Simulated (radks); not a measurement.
Problem. All-electron atom: Hg II in [Xe] 4f14 5d8 6s1 6p2 (not the ground configuration). Method: Dirac Kohn-Sham, PBE, spin-unpolarised, spherical densities, point nucleus; open shells fill j = l - 1/2 first; computed with a radial shooting solver on a logarithmic mesh with Libxc functionals. Some entries of the table are withheld. Estimate them.

| orbital | occ. | eigenvalue (eV) | <r> (bohr) |
|---|---|---|---|
| 1s1/2 | 2 | (1) | 0.01658 |
| 2s1/2 | 2 | -14725.59 | 0.06923 |
| 2p1/2 | 2 | -14126.41 | 0.05692 |
| 2p3/2 | 4 | -12178.35 | 0.06560 |
| 3s1/2 | 2 | -3508.674 | 0.1801 |
| 3p1/2 | 2 | -3239.443 | 0.1704 |
| 3p3/2 | 4 | -2807.921 | 0.1863 |
| 3d3/2 | 4 | -2363.413 | 0.1621 |
| 3d5/2 | 6 | -2270.975 | 0.1670 |
| 4s1/2 | 2 | -786.3906 | 0.3990 |
| 4p1/2 | 2 | -671.0513 | 0.4011 |
| 4p3/2 | 4 | -566.8536 | 0.4353 |
| 4d3/2 | 4 | -378.6832 | 0.4424 |
| 4d5/2 | 6 | -359.2613 | 0.4536 |
| 5s1/2 | 2 | (2) | 0.8989 |
| 4f5/2 | 6 | -117.1219 | 0.4789 |
| 4f7/2 | 8 | -112.9262 | 0.4856 |
| 5p1/2 | 2 | -98.4347 | 0.9654 |
| 5p3/2 | 4 | -79.8343 | 1.058 |
| 5d3/2 | 4 | -27.6738 | 1.361 |
| 5d5/2 | 4 | -25.5761 | 1.409 |
| 6s1/2 | 1 | -18.6642 | 2.339 |
| 6p1/2 | 2 | -11.1956 | 2.857 |
| 6p3/2 | 0 | -9.5070 | 3.175 |

Solution. 
(1) 1s1/2 eigenvalue (eV): -83067.26
(2) 5s1/2 eigenvalue (eV): -136.6648
